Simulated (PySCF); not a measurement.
Spin-rotation constants: SMILES CO[SiH2]C[SiH3], C2H10OSi2

Cartesian coordinates in Å; atom numbers follow the order of the lines, from 1:
```xyz
15

C    -2.961    0.230   -0.113
O    -1.595    0.446   -0.278
Si   -0.372   -0.341    0.446
C     1.152    0.504   -0.275
Si    2.774   -0.204    0.391
H    -3.231   -0.790   -0.397
H    -3.498    0.933   -0.751
H    -3.257    0.389    0.927
H    -0.456   -0.199    1.906
H    -0.421   -1.776    0.138
H     1.109    1.571   -0.062
H     1.137    0.412   -1.361
H     2.835   -0.044    1.844
H     2.874   -1.627    0.065
H     3.907    0.504   -0.214
```

The calculation used PySCF, GIAO B3LYP/pcSseg-1 magnetisability, rotational g tensor and spin-rotation constants, non-relativistic, gas phase. Geometry: GFN2-xTB.

Problem. Give the nuclear spin-rotation constants along the inertial axes (H = +C I·J) beside the isotropic shieldings.

Solution. Rotational constants 13.4157, 1.1030, 1.0567 GHz. A star marks the isotopologue with that one atom substituted, in its own axes.
| atom | isotope | Caa (kHz) | Cbb (kHz) | Ccc (kHz) | mean (kHz) | σ (ppm) |
| --- | --- | --- | --- | --- | --- | --- |
| H6 | 1H | -1.312 | -0.065 | 0.002 | -0.458 | 28.1 |
| H7 | 1H | -0.800 | 0.010 | -0.104 | -0.298 | 27.8 |
| H8 | 1H | -1.313 | -0.065 | 0.002 | -0.459 | 28.1 |
| H9 | 1H | -1.116 | -0.049 | 0.001 | -0.388 | 27.1 |
| H10 | 1H | -1.116 | -0.049 | 0.001 | -0.388 | 27.1 |
| H11 | 1H | -1.475 | -0.073 | -0.051 | -0.533 | 31.6 |
| H12 | 1H | -1.476 | -0.073 | -0.051 | -0.533 | 31.6 |
| H13 | 1H | -1.201 | -0.060 | -0.006 | -0.422 | 28.2 |
| H14 | 1H | -1.200 | -0.060 | -0.006 | -0.422 | 28.2 |
| H15 | 1H | -0.375 | -0.025 | -0.099 | -0.166 | 27.9 |
| C1 | 13C* | 1.990 | 0.249 | 0.244 | 0.828 | 127.2 |
| O2 | 17O* | -1.421 | -0.040 | -0.030 | -0.497 | 327.9 |
| Si3 | 29Si* | -7.375 | -0.703 | -0.734 | -2.937 | 354.7 |
| C4 | 13C* | 1.637 | 0.115 | 0.118 | 0.624 | 188.2 |
| Si5 | 29Si* | -7.012 | -0.610 | -0.596 | -2.739 | 418.6 |

For the geometry as given, no vibrational averaging.

Problem. How do the rotational constants and the g tensor change when H6, H7, H8, H9, H10, H11, H12, H13, H14, H15 are replaced by deuterium?

Solution. Constants 8.6783, 0.9443, 0.9053 GHz; g -0.0669, -0.0095, -0.0096, against -0.1033, -0.0111, -0.0112 before.
